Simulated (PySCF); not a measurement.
Si(H)(Cl)(OH)(OMe) (CH5ClO2Si), SMILES CO[SiH](O)Cl.

The structure is a stationary point at B3LYP-D3(BJ)/def2-SVP. The structure was generated by enumeration, and PubChem lists no compound with its InChIKey, so it may never have been made. The values are those of a single conformer.

Computed with SMD-B3LYP/def2-SVP run with PySCF.

Solvation free energies are E(SMD) − E(gas) at the gas-phase geometry, for 1 M in both phases. In vacuum the dipole moment is 1.61 D.

Computed solvation free energies in water, diethylether, ethylethanoate:
```
solvent         ΔG(solv) (kcal/mol)  its non-electrostatic (CDS) part  dipole (D)
--------------  -------------------  --------------------------------  ----------
water                          -4.0                               3.2        1.95
diethylether                   -4.5                              -2.0        1.82
ethylethanoate                 -4.3                              -1.5        1.85
```
